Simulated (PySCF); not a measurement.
**Substituent chemical shifts**

Parent skeleton `[CH3:1][CH2:2][B:3]([F:4])[F:5]`; one hydrogen on atom 1 is replaced by X. Hydrogens on one atom are averaged.

Rapidly exchanging positions averaged, single conformer, relativity neglected, isolated molecule. Structure optimised with PBE0-D3(BJ)/def2-SVP; σ from GIAO-PBE0/pcSseg-1; PySCF 2.14.

Scale: 13C (184.41 ppm), 1H (31.27 ppm) against TMS; 11B (100.73 ppm) against BF3·OEt2; CFCl3 for 19F (177.25 ppm) (reference shieldings calculated alike).

Parent (X = H): C1 8.1, C2 6.6, B3 30.3, F4/F5 -64.9, H(C1) 0.98, H(C2) 0.91 ppm. Effects are Δδ = δ(X) − δ(H), positive for deshielding.

Problem. Give Δδ (ppm) for X = CHCl2, Cl, NHCOCH3, CH=NMe, OSiMe3, CH2CF3.

Solution. 
```
      X               SMILES     C1     C2    B3  F4/F5  H(C1)  H(C2)
  CHCl2       FB(F)CCC(Cl)Cl  +29.9   -1.5  +0.1   +1.2  +0.87  +0.61
     Cl            FB(F)CCCl  +36.2  +13.6  -1.9   +2.0  +2.43  +0.55
NHCOCH3       CC(=O)NCCB(F)F  +26.2  +10.1  -1.0   +1.8  +2.27  +0.16
 CH=NMe        C/N=C\CCB(F)F  +15.8   +3.6  +0.0   +1.2  +0.88  +0.26
 OSiMe3  C[Si](C)(C)OCCB(F)F  +50.5  +12.9  -0.9   +1.3  +2.60  +0.54
 CH2CF3     FB(F)CCCC(F)(F)F   +9.3   +6.1  -0.3   +1.9  +0.61  +0.15
```

Problem. Which position responds most, and to which substituents?

Solution. C1: from +9.3 ppm with CH2CF3 to +50.5 ppm with OSiMe3.

Unscaled 19F shifts against computed CFCl3 carry errors that often reach 10 to 50 ppm.
